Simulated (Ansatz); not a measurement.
`[F][AlH][SiH2]Cl` + `N[Si](Cl)(Cl)Cl` → `Cl[SiH2]N[Si](Cl)(Cl)Cl` + `[F][AlH2]`  (cleavage of the Si–Al bond)

Computed with Ansatz on PBE0-D4/def2-TZVP structures; ΔE is electronic, products minus reactants. CCSD(T)/CBS adds triple-zeta CCSD(T) − MP2 to the extrapolated MP2 energy (def2 sets, frozen cores). This one scheme is used for every species. Functionals use def2-TZVPP. One conformer a species, not always the lowest.

(1) Is it downhill or uphill in electronic energy at CCSD(T)/CBS, and by how much? (Estimate.)

(2) What do these levels give: PBE-D4, r2SCAN-D4, PBE0-D4, PBE, SCS-MP2/def2-TZVPP, CCSD/def2-TZVPP, HF/def2-QZVPP, MP2/def2-QZVPP, SCS-MP2/def2-QZVPP, HF/CBS(def2), MP2/CBS(def2), CCSD/CBS(def2)? (Best estimate.)

Largest T1 diagnostic among the species: 0.012.

Results:

(1) The calculation gave: Downhill: ΔE = -68.7 kJ/mol.

(2) The calculation gave: PBE-D4 -48.7, r2SCAN-D4 -62.2, PBE0-D4 -54.7, PBE -40.4, SCS-MP2/def2-TZVPP -78.2, CCSD/def2-TZVPP -68.6, HF/def2-QZVPP -71.2, MP2/def2-QZVPP -80.2, SCS-MP2/def2-QZVPP -78.0, HF/CBS(def2) -71.4, MP2/CBS(def2) -79.4, CCSD/CBS(def2) -67.8 kJ/mol.

The D4 term adds −13.2 kJ/mol with B3LYP and −7.8 kJ/mol with PBE0; it sums over pairs of atoms, weighted by their polarisabilities, and B3LYP, whose exchange is more repulsive, gets the larger term. From PBE to PBE0 (25 % exact exchange), in def2-TZVPP and without D4, ΔE moves by −6.6 kJ/mol.

B3LYP here is the variant with VWN-RPA as its local correlation; programs differ in this.
